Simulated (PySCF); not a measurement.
Species: sum formula HBOBr2, charge 0, multiplicity 1. SMILES: BrB(O)Br
Geometry from a B3LYP-D3(BJ)/def2-TZVP (Ansatz) optimisation:
```xyz
5

O     -1.7869    -0.8715     0.1166
B     -0.5858    -0.2858     0.0382
Br    -0.3974     1.6383     0.1731
Br     0.9616    -1.3908    -0.2122
H     -2.5220    -0.2592     0.2425
```

Dispersion corrections to the total energy (kcal/mol) from the dftd3 and dftd4 libraries through PySCF: D3(BJ) without and D4 with the three-body term, each with the damping fitted for the functional named.

```
functional  D3(BJ)     D4
----------  ------  -----
PBE0         -2.58  -2.66
r2SCAN       -0.74      ?
LC-wPBE      -3.02  -3.58
B2PLYP       -2.81      ?
BHLYP            ?  -4.46
PBE          -2.80  -3.15
B2GP-PLYP    -2.89  -1.33
```

**Question.** Fill in the missing entries.

**Answer.** 
- r2SCAN, D4: -0.67
- B2PLYP, D4: -2.18
- BHLYP, D3(BJ): -4.72
